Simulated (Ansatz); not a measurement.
This geometry of C$_{4}$H$_{9}$FSn (15 atoms, charge 0, multiplicity 1) is a first-order saddle point.

Method: RKS BHLYP/def2-SVP in Ansatz.

```xyz
15
Properties=species:S:1:pos:R:3
C -2.625 0.064 0.999
C -1.234 -0.419 0.824
F -0.974 -1.497 1.573
C -0.278 0.074 0.051
C 1.100 -0.518 -0.032
Sn 2.447 0.504 -1.379
H -3.337 -0.721 0.728
H -2.815 0.942 0.381
H -2.809 0.322 2.047
H -0.541 0.949 -0.536
H 1.577 -0.531 0.953
H 1.054 -1.564 -0.354
H 2.628 2.133 -0.892
H 3.973 -0.263 -1.366
H 1.813 0.475 -2.967
```

(1) Which two structures does it join? (They come from a converged band through this point; their orientation in space is the band's.)

(2) How far does it lie above each of them?

Answers

(1) No bond is made or broken. The dihedral C2–C4–C5–Sn6 goes from -102 to 102°. The two ends are copies of one structure, up to a mirror image or an exchange of like atoms.

Image 0:

```xyz
15
Properties=species:S:1:pos:R:3
C -2.528 0.303 0.810
C -1.148 -0.227 0.696
F -0.622 -0.532 1.891
C -0.424 -0.421 -0.399
C 0.965 -0.949 -0.420
Sn 2.450 0.618 -0.699
H -3.177 -0.428 1.301
H -2.938 0.537 -0.172
H -2.540 1.210 1.424
H -0.888 -0.152 -1.343
H 1.208 -1.456 0.516
H 1.104 -1.661 -1.237
H 2.370 1.722 0.601
H 4.018 -0.061 -0.781
H 2.129 1.449 -2.160
```

Image 6:

```xyz
15
Properties=species:S:1:pos:R:3
C -2.660 0.125 0.200
C -1.292 -0.424 0.036
F -1.237 -1.371 -0.913
C -0.185 -0.097 0.689
C 1.155 -0.693 0.448
Sn 2.440 0.603 -0.739
H -3.011 0.565 -0.738
H -2.683 0.888 0.978
H -3.361 -0.673 0.467
H -0.276 0.680 1.442
H 1.679 -0.878 1.389
H 1.075 -1.640 -0.087
H 2.580 2.122 0.036
H 3.998 -0.088 -0.892
H 1.758 0.828 -2.288
```

(2) 0.155 eV above the first and 0.155 eV above the second. This is the barrier of this one path; another mechanism may lie lower.

The run took 4.4 min on 2 threads of Arm Neoverse V1, on a shared host, peak memory 0.44 GiB.
